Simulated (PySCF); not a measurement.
vanadium atom (V), quartet; PySCF with DF-HF/def2-TZVPD.

PySCF was given this input:
```python
from pyscf import gto, scf
import numpy

mol = gto.Mole()
mol.atom = '''
    V     0.00000000    0.00000000    0.00000000
'''
mol.basis = 'def2-tzvpd'
mol.spin = 3
mol.verbose = 4
mol.build()
print('smallest overlap eigenvalue', numpy.linalg.eigvalsh(mol.intor('int1e_ovlp'))[0])

mf = scf.UHF(mol)
mf = mf.density_fit(auxbasis='def2-universal-jkfit')
mf = scf.addons.remove_linear_dep_(mf, threshold=1e-8, lindep=1e-8)
mf.kernel()
```

Output, abridged:

```
PySCF version 2.14.0

[INPUT] verbose = 4
[INPUT] num. atoms = 1
[INPUT] num. electrons = 23
[INPUT] charge = 0
[INPUT] spin (= nelec alpha-beta = 2S) = 3
[INPUT] symmetry False subgroup None
[INPUT] Mole.unit = angstrom
[INPUT] Symbol           X                Y                Z      unit          X                Y                Z       unit  Magmom
[INPUT]  1 V      0.000000000000   0.000000000000   0.000000000000 AA    0.000000000000   0.000000000000   0.000000000000 Bohr   0.0

nuclear repulsion = 0
number of shells = 16
number of NR pGTOs = 95
number of NR cGTOs = 48
basis = def2-tzvpd
ecp = {}
input.py:16: DeprecationWarning: remove_linear_dep_ is deprecated and will be removed in a future release. Linear dependency handling is now built into the SCF procedure by default. Linear dependency removal can be controlled using the following settings:
  pyscf.scf.hf.remove_overlap_zero_eigenvalue = True
  pyscf.scf.hf.overlap_zero_eigenvalue_threshold = 1e-6

  mf = scf.addons.remove_linear_dep_(mf, threshold=1e-8, lindep=1e-8)
smallest overlap eigenvalue 0.047415280972160884

******** <class 'pyscf.df.df_jk.DFUHF'> ********
method = DFUHF
initial guess = minao
damping factor = 0
level_shift factor = 0
DIIS = <class 'pyscf.scf.diis.CDIIS'>
diis_start_cycle = 1
diis_space = 8
diis_damp = 0
SCF conv_tol = 1e-09
SCF conv_tol_grad = None
SCF max_cycles = 50
direct_scf = False
number electrons alpha = 13  beta = 10
Set gradient conv threshold to 3.16228e-05
******** <class 'pyscf.df.df.DF'> ********
auxbasis = def2-universal-jkfit
init E= -942.028047050969

cycle= 1 E= -942.784010387919  delta_E= -0.756  |g|= 0.301  |ddm|= 0.839
cycle= 2 E= -942.849046595222  delta_E= -0.065  |g|= 0.191  |ddm|= 0.355
cycle= 3 E= -942.859560835208  delta_E= -0.0105  |g|= 0.0518  |ddm|= 0.173
cycle= 4 E= -942.863415861553  delta_E= -0.00386  |g|= 0.0214  |ddm|= 0.142
cycle= 5 E= -942.8648118939  delta_E= -0.0014  |g|= 0.019  |ddm|= 0.0506
cycle= 6 E= -942.867092323804  delta_E= -0.00228  |g|= 0.0162  |ddm|= 0.0624
cycle= 7 E= -942.871724267199  delta_E= -0.00463  |g|= 0.0163  |ddm|= 0.195
cycle= 8 E= -942.871720006473  delta_E= 4.26e-06  |g|= 0.0159  |ddm|= 0.00115
cycle= 9 E= -942.872284610143  delta_E= -0.000565  |g|= 0.00667  |ddm|= 0.0729
cycle= 10 E= -942.872322313446  delta_E= -3.77e-05  |g|= 0.00145  |ddm|= 0.0095
cycle= 11 E= -942.872328780712  delta_E= -6.47e-06  |g|= 0.000693  |ddm|= 0.00535
cycle= 12 E= -942.872331414525  delta_E= -2.63e-06  |g|= 0.000792  |ddm|= 0.00246
cycle= 13 E= -942.872335617026  delta_E= -4.2e-06  |g|= 0.000382  |ddm|= 0.00528
cycle= 14 E= -942.872336526026  delta_E= -9.09e-07  |g|= 0.000184  |ddm|= 0.00249
cycle= 15 E= -942.87233676264  delta_E= -2.37e-07  |g|= 0.000139  |ddm|= 0.0013
cycle= 16 E= -942.872336820289  delta_E= -5.76e-08  |g|= 5.55e-05  |ddm|= 0.000443
cycle= 17 E= -942.872336848775  delta_E= -2.85e-08  |g|= 3.42e-05  |ddm|= 0.000362
cycle= 18 E= -942.87233686157  delta_E= -1.28e-08  |g|= 1.68e-05  |ddm|= 0.00031
cycle= 19 E= -942.872336864174  delta_E= -2.6e-09  |g|= 6.44e-06  |ddm|= 0.000162
cycle= 20 E= -942.872336864369  delta_E= -1.95e-10  |g|= 3.99e-06  |ddm|= 3.55e-05
Extra cycle  E= -942.872336864408  delta_E= -3.92e-11  |g|= 3.45e-06  |ddm|= 1.12e-05
converged SCF energy = -942.872336864408  <S^2> = 3.7617619  2S+1 = 4.0058766
```
